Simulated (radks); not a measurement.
Task: These are the eigenvalues of the occupied orbitals of an atom or ion with whole-number occupations (hartree). All-electron calculation, Dirac Kohn-Sham, PBE, spin-unpolarised, spherical densities, finite nucleus; Fermi nuclear charge, rms radius of each element as measured or else 0.836 A^(1/3) + 0.57 fm. Program: a radial shooting solver on a logarithmic mesh with Libxc functionals.

orbital  eigenvalue
1s1/2     -17.55161
2s1/2      -3.13517
7f5/2      -0.15386

Which element is it, and in what charge state? The configuration may be excited. Open shells, if any, fill j = l - 1/2 first.

Result: Z = 7, nitrogen, charge +3: N3+ in [He] 2s1 7f1. The list shows which subshells hold electrons but not how many an open one holds; the 1s level, -17.552 hartree, gives Z - s = 5.9 by -(Z - s)^2/2, which with screening and relativity narrows Z to a few neighbours, and the depths of the outer levels then fix element, charge and occupations together.
